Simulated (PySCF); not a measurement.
**How methods differ on the interval between two levels of Mn⁺**

Mn⁺ [Ar] 3d5 4s1 [7S3, M_J = 3] → Mn⁺ [Ar] 3d4 4s1 5s1 [7D5, M_J = 5], as a difference of total energies. Computed with PySCF 2.14 in x2c-SVPall-2c with one added diffuse shell each of s, d type (6s5p4d1f, 48 functions), with the two-component X2C-1e Hamiltonian. Correlated levels: [Ne] frozen; the 6 highest virtual spinors dropped. "Screened" scales the spin-orbit matrix elements by Boettger's factors to mimic the two-electron term; Breit and QED terms are absent.

```json
{"method": "GHF (spin-free)", "interval between two levels (cm⁻¹)": "131200"}
{"method": "GMP2 (spin-free)", "interval between two levels (cm⁻¹)": "136630"}
{"method": "GHF (screened spin-orbit)", "interval between two levels (cm⁻¹)": "131570"}
{"method": "GMP2 (screened spin-orbit)", "interval between two levels (cm⁻¹)": "137000"}
```

The labels give the starting determinants; with spin-orbit coupling the two ends relaxed to ⟨J²⟩ = 12.00, ⟨L²⟩ = 0.00, ⟨S²⟩ = 12.00 and ⟨J²⟩ = 30.00, ⟨L²⟩ = 6.01, ⟨S²⟩ = 12.00.
